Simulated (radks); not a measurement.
Problem. These are the eigenvalues of the occupied orbitals of an atom or ion with whole-number occupations (eV). Method: non-relativistic Kohn-Sham, OLYP, spin-polarised, spherical densities, point nucleus; computed with a radial shooting solver on a logarithmic mesh with Libxc functionals.

| orbital | eigenvalue |
|---|---|
| 1s | -3225.771 |
| 2s | -408.6868 |
| 2p | -344.3226 |
| 3s | -115.4344 |

Which element is it, and in what charge state? The configuration may be excited. Open shells, if any, are filled with parallel spins first.

Solution. Z = 18, argon, charge +6: Ar6+ in [Ne] 3s2. The list shows which subshells hold electrons but not how many an open one holds; the 1s level, -118.54 hartree, gives Z - s = 15.4 by -(Z - s)^2/2, which with screening narrows Z to a few neighbours, and the depths of the outer levels then fix element, charge and occupations together.
